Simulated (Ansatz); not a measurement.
Ge(tBu)Me3 (C₇H₁₈Ge). Charge 0, multiplicity 1. Geometry PBE-D4/def2-SVP; atoms count from 1.

```xyz
26

Ge    0.1428    0.8018    0.4432
C    -0.1670   -0.9394   -0.5187
C     0.6108   -2.0548    0.1988
C     0.3271   -0.8061   -1.9686
C    -1.6709   -1.2587   -0.5056
H     0.4456   -3.0352   -0.3045
H     1.7045   -1.8649    0.1970
H     0.2911   -2.1715    1.2559
H     1.4092   -0.5618   -2.0184
H    -0.2222   -0.0165   -2.5227
H     0.1799   -1.7614   -2.5233
H    -2.2688   -0.4663   -1.0034
H    -2.0608   -1.3759    0.5271
H    -1.8748   -2.2121   -1.0452
C    -0.6800    0.7402    2.2373
H    -0.4458    1.6675    2.7988
H    -0.2953   -0.1226    2.8172
H    -1.7820    0.6494    2.1617
C    -0.6589    2.2904   -0.5773
H    -0.5688    3.2382   -0.0083
H    -1.7345    2.1021   -0.7691
H    -0.1456    2.4201   -1.5513
C     2.0797    1.1328    0.6397
H     2.5817    1.1279   -0.3485
H     2.5491    0.3564    1.2762
H     2.2540    2.1208    1.1121
```

Question: Estimate the Mulliken populations from the PBE0/def2-TZVP orbitals of Ansatz.

Answer: 
```
atom  charge (e)
 Ge1        0.31
  C2       -0.02
  C3       -0.39
  C4       -0.39
  C5       -0.39
  H6        0.12
  H7        0.13
  H8        0.12
  H9        0.12
 H10        0.13
 H11        0.12
 H12        0.12
 H13        0.13
 H14        0.12
 C15       -0.48
 H16        0.14
 H17        0.13
 H18        0.14
 C19       -0.48
 H20        0.14
 H21        0.13
 H22        0.14
 C23       -0.48
 H24        0.13
 H25        0.14
 H26        0.14
```
Mulliken values and Mayer orders depend strongly on the basis.

Question: And the Mayer bond orders between bonded heavy atoms (over 0.3)?

Answer: Ge1–C2 0.88 (2.01 Å); Ge1–C15 0.98 (1.97 Å); Ge1–C19 0.98 (1.97 Å); Ge1–C23 0.98 (1.97 Å); C2–C3 0.96 (1.54 Å); C2–C4 0.96 (1.54 Å); C2–C5 0.96 (1.54 Å).
